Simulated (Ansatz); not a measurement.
Consider the ligand exchange at the Si–C bond: `N=C([SiH3])Cl` + `N[SiH2]S` → `N[SiH2]S[SiH3]` + `N=CCl`.

Computed with Ansatz on PBE0-D4/def2-TZVP structures; ΔE is electronic, products minus reactants. CCSD(T)/CBS adds triple-zeta CCSD(T) − MP2 to the extrapolated MP2 energy (def2 sets, frozen cores). This one scheme is used for every species. DFT in def2-TZVPP. B3LYP here is the variant with VWN-RPA as its local correlation; programs differ in this. One conformer a species, not always the lowest.

`N=C([SiH3])Cl`:

Z-matrix (Å, degrees):
```
Si
C 1 1.893
H 1 1.482 2 107.7
H 1 1.480 2 108.6 3 -120.8
H 1 1.482 2 107.8 3 118.4
Cl 2 1.786 1 112.7 3 -59.4
N 2 1.248 1 124.3 3 120.6
H 7 1.020 2 114.3 1 -180.0
```

`N[SiH2]S`:

```xyz
8

N    -0.790   -0.650    1.000
Si    0.286   -0.252   -0.262
S     0.559    1.875   -0.425
H    -0.438   -0.938    1.897
H    -1.709   -0.245    1.067
H    -0.211   -0.698   -1.588
H     1.558   -0.943    0.067
H     0.744    1.850   -1.755
```

`N[SiH2]S[SiH3]`:

```xyz
11

N    -0.631   -0.273   -2.395
Si   -0.346   -0.620   -0.749
S     1.410    0.342    0.047
Si    0.665    0.672    2.017
H    -0.780    0.674   -2.704
H    -0.171   -0.821   -3.105
H    -0.188   -2.090   -0.645
H    -1.487   -0.148    0.079
H    -0.426    1.680    2.016
H     1.807    1.169    2.823
H     0.146   -0.585    2.617
```

`N=CCl`:

Z-matrix (Å, degrees):
```
C
N 1 1.247
Cl 1 1.729 2 121.0
H 1 1.091 2 128.0 3 180.0
H 2 1.019 1 110.5 3 -180.0
```

```csv
level,ΔE (kJ/mol),difference from CCSD(T)/CBS
ωB97X-V,-58.6,-1.3
ωB97M-V,-58.2,-0.9
B2PLYP,-54.0,3.3
PBE,-54.3,3.0
r2SCAN,-56.2,1.1
PBE0,-60.3,-3.0
B3LYP,-51.2,6.1
CCSD/def2-TZVPP,-56.6,0.7
MP2/def2-QZVPP,-61.3,-4.0
MP2/CBS(def2),-61.9,-4.6
CCSD(T)/CBS,-57.3,0
```

Largest T1 diagnostic among the species: 0.013.

From PBE to PBE0 (25 % exact exchange), in def2-TZVPP and without D4, ΔE moves by −6.0 kJ/mol.
